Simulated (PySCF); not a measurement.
# Bi⁺ (bismuth, charge +1) across methods

[Xe] 4f14 5d10 6s2 6p1 7s1, high-spin 3P determinant (an excited configuration). Computed with PySCF 2.14 in aug-cc-pVTZ-DK3, with scalar relativity by spin-free X2C-1e.

```csv
method,E (hartree),mean ε 6s β (eV),mean ε 6p α (eV),mean ε 7s α (eV),Σ⟨r²⟩ (bohr²),⟨S²⟩
PBE0,-21532.52,-25.660,-15.457,-7.026,80.90,2.002
M06-2X,-21534.97,-26.568,-16.562,-7.692,78.88,2.004
BHandHLYP,-21532.48,-26.712,-16.347,-7.198,81.30,2.002
r2SCAN,-21532.74,-24.882,-14.723,-6.627,81.00,2.003
UHF,-21526.52515,-27.637,-18.130,-7.809,83.28,2.006
PBE,-21532.85,-24.625,-14.341,-6.638,80.45,2.001
LDA,-21519.81,-25.084,-14.480,-6.703,79.96,2.000
```

Spin-orbit coupling, absent here, splits the open shell strongly. The outer electron is Rydberg-like, and this basis confines it to a smaller radius and binds it less than a complete one would.
